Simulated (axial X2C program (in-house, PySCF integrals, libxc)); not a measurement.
Low determinants of GeTe at the PBE0 level, with spin–orbit coupling

All values were computed with an in-house all-electron X2C program for linear molecules (integrals from PySCF). Two-component (2c) means X2C with spin–orbit coupling and atomic mean-field two-electron Coulomb and Gaunt terms. Basis: Te dyall-cv3z [11s12p8d4f1g], Ge dyall-cv3z [9s9p7d4f1g] (cores contracted in-house); Gaussian nuclei, density fitting, unrestricted open shells. Masses: Te 129.906 u, Ge 73.921 u.

Search at 2.390 Å (vertical energies from the lowest determinant):

```csv
ΔE (eV),state,electrons beyond evenly filled partner blocks,"electrons in ±ω = 1/2, 3/2, 5/2, 7/2"
0.00,Ω = 0,none,54 24 6 0
2.04,Ω = 1,"ω = -1/2, ω = 3/2",55 23 6 0
2.23,Ω = 3,2 × ω = 3/2,54 24 6 0
2.25,Ω = 2,"ω = 1/2, ω = 3/2",55 23 6 0
2.37,Ω = 1,2 × ω = 1/2,54 24 6 0
2.56,Ω = 1,"ω = -1/2, ω = 3/2",53 25 6 0
2.60,Ω = 2,"ω = 1/2, ω = 3/2",53 25 6 0
```

Lowest determinant, Ω = 0 (closed shell): Re = 2.340 Å, ωe = 329.7 cm⁻¹.

The determinant in row 2 of the search, Ω = 1 (⟨Sz⟩ = 1.00, ⟨Lz⟩ = 0.00 at PBE0), was followed along the bond at PBE0; measured from the minimum of the lowest determinant it gives:

Te = 1.805 eV (14556 cm⁻¹), Re = 2.604 Å, ωe = 222.8 cm⁻¹.

Question: Compare the bond of the determinant in row 2 with that of the lowest one.

Answer: At PBE0 its Re is 0.264 Å longer and its force constant, which goes as ωe², is 0.46 times that of the lowest determinant. T0 ≈ Te + Δωe/2 = 14556 + (-53) = 14503 cm⁻¹.

The search compares states at one distance, so a state with another bond length can lie lower; it is not exhaustive and yields mostly the lowest determinant of each block pattern, so other components and higher states of one pattern are missing. These are energies of single determinants, not of spin-adapted states; PBE0 term energies can be off by some tenths of an eV, and the functional has no current term. Open-shell Ω = 0 determinants with evenly filled partner blocks cannot be reached by this program, so the Ω shown need not be the lowest component.
